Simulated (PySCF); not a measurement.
Coordinates in bohr (charge 0 multiplicity 1):
```
Mo    0.0000    0.0000   -0.2717
S     0.0000    0.0000    3.6640
F     3.3678    0.0000   -1.1836
F     0.0000    3.3678   -1.1836
F    -3.3678    0.0000   -1.1836
F     0.0000   -3.3678   -1.1836
```

Level of theory: B3LYP in PySCF with Mo def2-SVP with ECP28, S def2-SVP, F def2-SVP; scalar-relativistic core potentials, no spin–orbit coupling; density-fitted integrals.

This geometry of MoSF4 is a stationary point at this level.

Question: What is the point group?

Answer: C4v.

Question: Is it a minimum?

Answer: Yes: all harmonic wavenumbers are real.

Question: List the harmonic modes with their infrared intensities.

Answer: 
```
symmetry  ω (cm⁻¹)  IR (km/mol, summed over degenerate members)     type
      b1       130                                          0.0     bend
       e       214                                          0.6     bend
       e       248                                         34.7     bend
      a1       268                                          4.7     bend
      b2       335                                          0.0     bend
      a1       606                                         27.5  stretch
      b1       616                                          0.0  stretch
      a1       712                                          107  stretch
       e       724                                          414  stretch
```

Question: What is the atomisation energy, with and without zero-point energy?

Answer: 2380 kJ/mol without, 2350 kJ/mol with.

In C4v the vibrations span 2b1 + 3e + 3a1 + b2. The b1, b2 modes carry no infrared intensity, as symmetry demands.

Stability towards spin polarisation was not tested. This need not be the most stable arrangement of these atoms.
